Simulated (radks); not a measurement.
The numbers below are computed, except where a source is named.
Task: Species: Pd+. Configuration: [Ar] 3d10 4s1.75 4p6 4d9.25 (fractional occupations, a model configuration). Level of theory: scalar-relativistic Kohn-Sham, PBE, spin-polarised, spherical densities, finite nucleus; open shells are filled with parallel spins first (spin-orbit coupling, left out, can overturn this in heavy ions); Fermi nuclear charge, rms radius 4.5318 fm (a radial shooting solver on a logarithmic mesh with Libxc functionals). Some entries of the table are withheld. Estimate them.

| orbital | occ. | eigenvalue (hartree) | r(max) (bohr) |
|---|---|---|---|
| 1s up | 1 | -888.5175 | 0.02066 |
| 1s down | 1 | -888.5149 | 0.02066 |
| 2s up | 1 | -130.1107 | 0.1168 |
| 2s down | 1 | -130.1040 | 0.1168 |
| 2p up | 3 | -116.6997 | 0.09340 |
| 2p down | 3 | -116.6941 | 0.09340 |
| 3s up | 1 | -23.82676 | 0.3418 |
| 3s down | 1 | -23.82162 | 0.3418 |
| 3p up | 3 | -19.41813 | 0.3350 |
| 3p down | 3 | -19.41251 | 0.3350 |
| 3d up | 5 | (1) | 0.2824 |
| 3d down | 5 | (2) | 0.2824 |
| 4s up | 1 | -3.58420 | 0.8507 |
| 4s down | 0.75 | -3.55336 | 0.8506 |
| 4p up | 3 | -2.32459 | (3) |
| 4p down | 3 | -2.29442 | (4) |
| 4d up | 5 | -0.55768 | 1.084 |
| 4d down | 4.25 | -0.53303 | 1.087 |

Result: 
(1) 3d up eigenvalue (hartree): -12.41552
(2) 3d down eigenvalue (hartree): -12.40828
(3) 4p up r(max) (bohr): 0.9088
(4) 4p down r(max) (bohr): 0.9089
